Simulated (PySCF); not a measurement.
PySCF job for Tc(O)3(Me) (CH3O3Tc), SMILES [CH3][Tc](=[O])(=[O])=[O], multiplicity 1, IEF-PCM-PBE0/def2-SVP. Geometry: r2SCAN-D4/def2-SVP. The multiplicity is an assumed one; other spin states were not compared. The def2 effective core potentials stand for the cores of Tc; spin–orbit coupling is left out.

```python
import numpy as np
from pyscf import gto, scf, dft
from pyscf.solvent import pcm

mol = gto.M(
    atom='''
    Tc   -0.00000000    0.00000000   -0.10958273
    O    -1.39655978    0.80630417   -0.57892190
    O     1.39655978    0.80630416   -0.57892192
    O    -0.00000001   -1.61260834   -0.57892190
    C     0.00000001    0.00000000    1.95112416
    H     0.00000002    1.04416601    2.29981275
    H     0.90427431   -0.52208301    2.29981274
    H    -0.90427428   -0.52208301    2.29981276
    ''',
    basis='def2-SVP',
    ecp={'Tc': 'def2-svp'},
    charge=0,
    spin=0,
    max_memory=1600,
    verbose=3,
)
mf = dft.RKS(mol, xc='pbe0').density_fit(auxbasis='def2-universal-jkfit')
mf.grids.level = 3
mf.conv_tol = 1e-9
mf.max_cycle = 100
mf.kernel()
res = {}
for name, eps in {'water': 78.355, 'chloroform': 4.7113, 'benzene': 2.2706}.items():
    s = mf.PCM()
    s.with_solvent.method, s.with_solvent.eps, s.with_solvent.lebedev_order = 'IEF-PCM', eps, 29
    s.kernel(mf.make_rdm1())
    res[name] = (s.e_tot, eps, s.dip_moment(), s.mo_energy, s.converged)
    print(f'{name}: electrostatic solvation free energy {(s.e_tot - mf.e_tot) * 627.509474:.3f} kcal/mol')
```

Program output:

```
converged SCF energy = -345.920874855935

WARN: PCM is an experimental feature. It is still in testing.
Features and APIs may be changed in the future.

converged SCF energy = -345.930340598304
Dipole moment(X, Y, Z, Debye):  0.00000, -0.00007,  4.04454
water: electrostatic solvation free energy -5.940 kcal/mol

WARN: PCM is an experimental feature. It is still in testing.
Features and APIs may be changed in the future.

converged SCF energy = -345.927604738654
Dipole moment(X, Y, Z, Debye):  0.00000,  0.00073,  3.74593
chloroform: electrostatic solvation free energy -4.223 kcal/mol

WARN: PCM is an experimental feature. It is still in testing.
Features and APIs may be changed in the future.

converged SCF energy = -345.925133608178
Dipole moment(X, Y, Z, Debye):  0.00000,  0.00031,  3.48105
benzene: electrostatic solvation free energy -2.672 kcal/mol
```

The run converged.
